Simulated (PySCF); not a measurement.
3,3,3-trifluoroprop-1-yne (C₃HF₃), SMILES C#CC(F)(F)F. Atoms are numbered in the order given.

```xyz
7

C      0.0000     0.0000    -2.3497
C      0.0000     0.0000    -1.1308
C      0.0000     0.0000     0.3393
F      1.0919     0.6304     0.8252
F      0.0000    -1.2608     0.8252
F     -1.0919     0.6304     0.8252
H      0.0000     0.0000    -3.4320
```

Geometry: PBE-D3(BJ)/def2-SVP.

These are PBE-D3(BJ)/def2-SVP run with PySCF 2.14.0 values and carry that method's errors.

No scaling factor is applied to the harmonic values.

Modes within 1.5 cm⁻¹ of each other (mostly degenerate sets) share a row, with their intensities summed.

| mode | ν (cm⁻¹) | IR (km/mol) | moving atoms (share of kinetic energy) |
|---|---|---|---|
| 1–2 | 175 | 2.2 | F 45 %, C 44 %, H 11 % |
| 3–4 | 439 | 0.8 | F 65 %, C 33 % |
| 5 | 526 | 13.1 | C 52 %, F 46 % |
| 6–7 | 597 | 8.2 | F 62 %, C 36 % |
| 8–9 | 694 | 53.6 | H 78 %, C 22 % |
| 10 | 796 | 0.0 | F 81 %, C 18 % |
| 11–12 | 1153 | 624.4 | C 77 %, F 23 % |
| 13 | 1223 | 409.9 | C 87 %, F 13 % |
| 14 | 2187 | 49.5 | C 91 %, H 9 % |
| 15 | 3402 | 59.4 | H 85 %, C 15 % |
